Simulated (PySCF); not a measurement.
## Spin states of BrCl

Unrestricted PBE0; basis Br cc-pVDZ-PP with ECP10, Cl cc-pV(D+d)Z; scalar-relativistic core potentials; PySCF 2.14. Outer shells of the fragments: Br 3d10 4s2 4p5; Cl 3s2 3p5.

Followed along the bond (rough minima from three points):

```json
{"2Ms+1": "1", "unpaired": "none", "⟨S²⟩ at the start": "0.00", "R at minimum (Å)": "2.16", "Te (eV)": "0.00"}
{"2Ms+1": "3", "unpaired": "σ ↑, π ↑", "⟨S²⟩ at the start": "2.00", "R at minimum (Å)": "none in the scan", "Te (eV)": "≤ 1.95"}
```

Solutions found at the starting distance of 2.085 Å, counted from the lowest of them; the search is not exhaustive and high or unbound solutions are not listed, so other states can lie among these:

| 2Ms+1 | unpaired | term | E (eV) | ⟨S²⟩ | ⟨Lz²⟩ | μ (D) |
| --- | --- | --- | --- | --- | --- | --- |
| 1 | none | ¹Σ⁺ | 0.00 | 0.00 | 0.00 | -0.60 |
| 3 | σ ↑, π ↑ | ³Π | 2.72 | 2.00 | 1.00 | -0.53 |
| 1 | σ ↑, π ↓ | mixed | 2.99 | 1.01 | 1.00 | -0.50 |
| 3 | π ↑↑ | ³Σ⁻ | 6.45 | 2.00 | 0.00 | -0.28 |
| 3 | σ ↑↑ | ³Σ⁺ | 6.60 | 2.00 | 0.00 | 0.41 |
| 1 | π ↑↓ | mixed | 6.70 | 1.01 | 2.01 | -0.23 |
| 1 | none | mixed | 7.56 | 0.00 | 2.00 | -0.17 |

A term symbol is given only where ⟨S²⟩ and ⟨Lz²⟩ are close to those of a pure state; real π, δ and φ orbitals otherwise mix terms. A positive dipole means Br(−)Cl(+).

The measured ground state is X ¹Σ+ (Huber and Herzberg, Constants of Diatomic Molecules (1979)).

Counting both spins, an empty level lies below a filled one in some of these solutions, because spin and occupation are held.
